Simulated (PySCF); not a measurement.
A series of related molecules.

All values: wB97X-D/def2-SVPD (PySCF) at GFN2-xTB geometries, gas phase, one conformer each. Core orbitals are frozen in the response; Δα² is half the sum of the squared differences of the principal polarisabilities.

(1) Rank by dipole moment, lowest first.
A. `C=C1C[SiH2]S1`
B. `[CH2:1]=[CH:2][SiH2:3][S:4][C:5](=[CH2:6])[CH3:7]` with C1–C2–Si3–S4 0°, C2–Si3–S4–C5 -175°, Si3–S4–C5–C6 -9°
C. `[CH2:1]=[C:2]([CH3:3])[S:4][SiH2:5][OH:6]` with C1–C2–S4–Si5 -117°, C2–S4–Si5–O6 36°, S4–Si5–O6–H 46°
D. `[CH2:1]=[CH:2][CH2:3][C:4](=[CH2:5])[S:6][SiH3:7]` with C1–C2–C3–C4 113°, C2–C3–C4–C5 95°, C3–C4–S6–Si7 90°
E. `[CH2:1]=[C:2]([CH3:3])[S:4][SiH2:5][NH2:6]` with C1–C2–S4–Si5 13°, C2–S4–Si5–N6 167°, S4–Si5–N6–H 171° and 26°

(2) Rank by HOMO energy, lowest first.
A. `C=C(CF)S[SiH3]`
B. `C=CCC(=C)S[SiH3]`
C. `C=C[SiH2]SC(=C)C`

(3) Rank by HOMO–LUMO gap, highest first.
A. `C=C(C)S[SiH2]N`
B. `C=CCC(=C)S[SiH3]`
C. `C=C1C[SiH2]S1`
D. `C=C(C)S[SiH2]O`
E. `C=C(CF)S[SiH3]`
F. `C=C[SiH2]SC(=C)C`

Answers

(1) B (0.54 D), E (0.98 D), C (1.27 D), D (1.69 D), A (2.21 D).

(2) B (-8.72 eV), A (-8.57 eV), C (-8.24 eV).

(3) D (10.16 eV), E (9.99 eV), B (9.86 eV), A (9.68 eV), F (9.53 eV), C (9.38 eV).

All values together:

```csv
SMILES,formula,μ (D),HOMO (eV),LUMO (eV),α (Å³),Δα (Å³),electrons,α per electron (Å³)
C=C(CCC)S[SiH3],C5H12SSi,1.02,-8.26,1.68,16.16,5.83,72,0.225
C=C(CF)S[SiH3],C3H7FSSi,1.83,-8.57,1.42,12.59,4.86,64,0.197
C=C1C[SiH2]S1,C3H6SSi,2.21,-8.14,1.24,11.90,5.61,54,0.220
C=C[SiH2]SC(=C)C,C5H10SSi,0.54,-8.24,1.29,15.99,7.53,70,0.228
C=CCC(=C)S[SiH3],C5H10SSi,1.69,-8.72,1.15,15.69,4.17,70,0.224
C=C(C)S[SiH2]O,C3H8OSSi,1.27,-8.70,1.46,12.85,4.12,64,0.201
C=C(C)S[SiH2]N,C3H9NSSi,0.98,-8.19,1.49,13.64,5.33,64,0.213
```

Conformers: `[CH2:1]=[C:2]([CH2:3][CH2:4][CH3:5])[S:6][SiH3:7]` with C1–C2–C3–C4 -103°, C2–C3–C4–C5 180°, C1–C2–S6–Si7 14°; `[CH2:1]=[C:2]([CH2:3][F:4])[S:5][SiH3:6]` with C1–C2–C3–F4 0°, C1–C2–S5–Si6 -9°; `[CH2:1]=[CH:2][SiH2:3][S:4][C:5](=[CH2:6])[CH3:7]` with C1–C2–Si3–S4 0°, C2–Si3–S4–C5 -175°, Si3–S4–C5–C6 -9°; `[CH2:1]=[CH:2][CH2:3][C:4](=[CH2:5])[S:6][SiH3:7]` with C1–C2–C3–C4 113°, C2–C3–C4–C5 95°, C3–C4–S6–Si7 90°; `[CH2:1]=[C:2]([CH3:3])[S:4][SiH2:5][OH:6]` with C1–C2–S4–Si5 -117°, C2–S4–Si5–O6 36°, S4–Si5–O6–H 46°; `[CH2:1]=[C:2]([CH3:3])[S:4][SiH2:5][NH2:6]` with C1–C2–S4–Si5 13°, C2–S4–Si5–N6 167°, S4–Si5–N6–H 171° and 26°.

Question: How closely does the mean polarisability follow the number of electrons in this set?

Answer: The correlation coefficient is 0.91; α per electron runs from 0.197 to 0.228 Å³.
